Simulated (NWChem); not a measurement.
Everything below was run with NWChem. System: H₄BF₂N, charge 0, spin multiplicity 1, at a geometry optimised with PBE0/def2-SVP. The structure started from a generated list of species. Level: G0W0@PBE0/def2-TZVPP, RI basis def2-tzvpp-rifit.

The NWChem input:

```
start mol
memory heap 200 mb stack 700 mb global 1700 mb
geometry units angstroms nocenter noautoz
  B     -0.414751     0.251289     0.000000
  H     -0.971110     1.344579     0.000000
  F     -0.569021    -0.488604    -1.150080
  F     -0.569021    -0.488604     1.150080
  N      1.224238     0.600288     0.000000
  H      1.483622     1.134184     0.829750
  H      1.483622     1.134184    -0.829750
  H      1.750322    -0.276537     0.000000
  symmetry group Cs
end
basis spherical
  * library def2-tzvpp
end
basis "ri basis" bse spherical
  * library def2-tzvpp-rifit
end
dft
  xc pbe0
  iterations 100
  direct
  tolerances tight
end
task dft energy
gw
  method cdgw
  states alpha occ 4 vir 2
end
task dft gw
```

NWChem printed:

```
             Northwest Computational Chemistry Package (NWChem) 7.3.0
             --------------------------------------------------------

                                NWChem Input Module
                                -------------------

 Scaling coordinates for geometry "geometry" by  1.889725989
 (inverse scale =  0.529177249)

 Turning off AUTOSYM since
 SYMMETRY directive was detected!

                             Geometry "geometry" -> ""
                             -------------------------

 Output coordinates in angstroms (scale by  1.889725989 to convert to a.u.)

  No.       Tag          Charge          X              Y              Z
 ---- ---------------- ---------- -------------- -------------- --------------
    1 B                    5.0000    -0.41475100     0.25128900     0.00000000
    2 H                    1.0000    -0.97111000     1.34457900     0.00000000
    3 F                    9.0000    -0.56902100    -0.48860400    -1.15008000
    4 F                    9.0000    -0.56902100    -0.48860400     1.15008000
    5 N                    7.0000     1.22423800     0.60028800     0.00000000
    6 H                    1.0000     1.48362200     1.13418400     0.82975000
    7 H                    1.0000     1.48362200     1.13418400    -0.82975000
    8 H                    1.0000     1.75032200    -0.27653700     0.00000000

 Effective nuclear repulsion energy (a.u.)     126.3813346849

            Nuclear Dipole moment (a.u.)
            ----------------------------
        X                 Y               Z
 ---------------- ---------------- ----------------
    -0.0000207870    -0.0000018897     0.0000000000

      Symmetry information
      --------------------

 Group name             Cs
 Group number              2
 Group order               2
 No. of unique centers     6

      Symmetry unique atoms

     1    2    3    5    6    8


 Summary of "ao basis" -> "" (spherical)
 ------------------------------------------------------------------------------
       Tag                 Description            Shells   Functions and Types
[...]
           0.000000000000           0.000000000000         222.500569661128

     Multipole analysis of the density
     ---------------------------------

     L   x y z        total         alpha         beta         nuclear
     -   - - -        -----         -----         ----         -------
     0   0 0 0      0.000000    -17.000000    -17.000000     34.000000

     1   1 0 0      2.106420      1.053221      1.053221     -0.000021
     1   0 1 0      0.883345      0.441673      0.441673     -0.000002
     1   0 0 1      0.000000      0.000000      0.000000      0.000000

     2   2 0 0    -13.502292    -52.440202    -52.440202     91.378112
     2   1 1 0      1.584438    -19.211563    -19.211563     40.007564
     2   1 0 1     -0.000000     -0.000000     -0.000000      0.000000
     2   0 2 0    -16.788430    -29.092947    -29.092947     41.397464
     2   0 1 1      0.000000      0.000000      0.000000      0.000000
     2   0 0 2    -19.215842    -54.577052    -54.577052     89.938263

 Task  times  cpu:       17.5s     wall:       17.5s

                                NWChem Input Module
                                -------------------

                                 NWChem GW Module
                                 ----------------

                             ***********************
                             ***        GW       ***
                             ***********************

 Summary of "ri basis" -> "ri basis" (spherical)
 ------------------------------------------------------------------------------
       Tag                 Description            Shells   Functions and Types
 ---------------- ------------------------------  ------  ---------------------
 B                      def2-tzvpp-rifit            22       76   8s6p4d3f1g
 H                      def2-tzvpp-rifit            10       30   4s3p2d1f
 F                      def2-tzvpp-rifit            22       76   8s6p4d3f1g
 N                      def2-tzvpp-rifit            22       76   8s6p4d3f1g

                 Memory Information
                 ------------------
          Available GA per process is          1699.8 MBs
          Available stack per process is        700.0 MBs
          Available heap per process is           0.0 MBs

          Peak memory in Initialization
              Peak GA per process is                 12.8 MBs
              Peak stack per process is               0.4 MBs
              Peak heap per process is               13.2 MBs
              Memory not in MA per process            0.0 MBs

          Peak memory in CDGW Calculation
              Peak GA per process is                 15.7 MBs
              Peak stack per process is               2.8 MBs
              Peak heap per process is                3.4 MBs
              Memory not in MA per process            0.0 MBs

          Computing 2-center integrals
          Computing Inverse Cholesky factor
          Computing 3-center integrals
          Computing Vxc

          Computing Sigma_x
          Computing W(iw) on the imaginary grid
          Solving quasiparticle equations

                  Alpha Orbitals
          State     Energy (eV)     Error (eV)
          -----------------------------------
@GW        14        -13.486           0.004
@GW        15        -13.199           0.002
@GW        16        -13.042           0.002
@GW        17        -11.208           0.002
@GW        18          1.764           0.002
@GW        19          3.580           0.004

     GW Timing Statistics
   ------------------------
   Init.   :          0.1s
     ERIs  :          1.6s
     Distr.:          0.0s
     Vxc   :          2.1s
   Vmo     :          0.0s
   iW      :          2.9s
   I_n     :          0.0s
   R_n     :          0.4s
   GW total:          7.0s

 Task  times  cpu:        7.0s     wall:        7.0s

 Total times  cpu:       24.5s     wall:       24.5s
```
